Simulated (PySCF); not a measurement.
A structure optimised at B3LYP-D3(BJ)/def2-TZVPD, used in a PySCF frequency run:

```
Mg
O 1 1.7407
```

### Question
Write its SMILES, formula and point group.

### Answer
[O]=[Mg], MgO, C∞v

### Question
What are its rotational constants (standard atomic weights)?

### Answer
17.287 GHz (linear rotor, B only)
